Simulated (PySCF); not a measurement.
C3H3, SMILES C#C[CH2], multiplicity 2. Atoms are numbered in the order given.

```xyz
6

C      0.0000     0.0000     1.3374
C      0.0000     0.0000     0.1130
C      0.0000     0.0000    -1.2491
H      0.0000     0.0000     2.4004
H      0.0000    -0.9300    -1.8042
H      0.0000     0.9300    -1.8042
```
Charge 0, spin multiplicity 2.

Coordinates come from a r2SCAN-D4/def2-TZVP optimisation. The isomer is the one that the SMILES or the coordinates give; other isomers of the formula were not compared.

The numbers are results of B3LYP/pcH-1 (PySCF), not measurements.

Unrestricted Kohn–Sham, ⟨S²⟩ = 0.770. Hyperfine tensors hold the contact and dipolar terms, without spin-orbit corrections.

Computed hyperfine couplings:
| nucleus | A(iso) (MHz) | A(iso) (G) | dipolar principal values (MHz) |
|---|---|---|---|
| 13C no. 1 | 48.2 | 17.2 | -46.5, -34.6, 81.2 |
| 13C no. 2 | -66.8 | -23.9 | -21.9, -1.7, 23.6 |
| 13C no. 3 | 66.5 | 23.7 | -61.7, -60.6, 122.3 |
| 1H no. 4 | -43.9 | -15.7 | -20.0, -2.2, 22.2 |
| 1H no. 5 | -54.1 | -19.3 | -28.2, -1.2, 29.3 |
| 1H no. 6 | -54.1 | -19.3 | -28.2, -1.2, 29.3 |

And the g tensor (effective nuclear charges for spin-orbit coupling, GIAO)? (The exact figures need the calculation; the answer reports its results.)

principal values 2.0022, 2.0029, 2.0034; isotropic 2.0029.
